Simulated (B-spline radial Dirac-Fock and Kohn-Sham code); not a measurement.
## X-ray form factors of cesium in several charge states

Method: Dirac-Fock orbitals of the configuration average with a finite nucleus. Computed with an atomic code on a B-spline grid.

Configurations: Cs⁴⁹⁺ [He] 2s2 2p2; Cs⁵¹⁺ [He] 2s2; Cs⁵²⁺ [He] 2s1; Cs⁵⁴⁺ 1s1. The first column is f₀ of Cs⁴⁹⁺, the others are differences from it.

```
s (Å⁻¹)  Cs⁴⁹⁺  Δ Cs⁵¹⁺  Δ Cs⁵²⁺  Δ Cs⁵⁴⁺
      0  6.000   -2.000   -3.000   -5.000
   0.05  5.999   -2.000   -2.999   -4.999
    0.1  5.996   -1.998   -2.997   -4.996
   0.15  5.992   -1.996   -2.994   -4.992
    0.2  5.985   -1.994   -2.990   -4.986
   0.25  5.977   -1.990   -2.984   -4.978
    0.3  5.967   -1.986   -2.977   -4.968
   0.35  5.956   -1.981   -2.969   -4.956
    0.4  5.942   -1.975   -2.959   -4.943
   0.45  5.927   -1.968   -2.949   -4.928
    0.5  5.910   -1.961   -2.937   -4.911
    0.6  5.871   -1.944   -2.909   -4.873
    0.7  5.825   -1.924   -2.878   -4.828
    0.8  5.773   -1.902   -2.841   -4.777
    0.9  5.715   -1.877   -2.801   -4.720
      1  5.651   -1.849   -2.756   -4.658
    1.1  5.582   -1.819   -2.707   -4.590
    1.2  5.507   -1.787   -2.655   -4.517
    1.4  5.345   -1.717   -2.542   -4.358
    1.6  5.166   -1.639   -2.418   -4.183
```
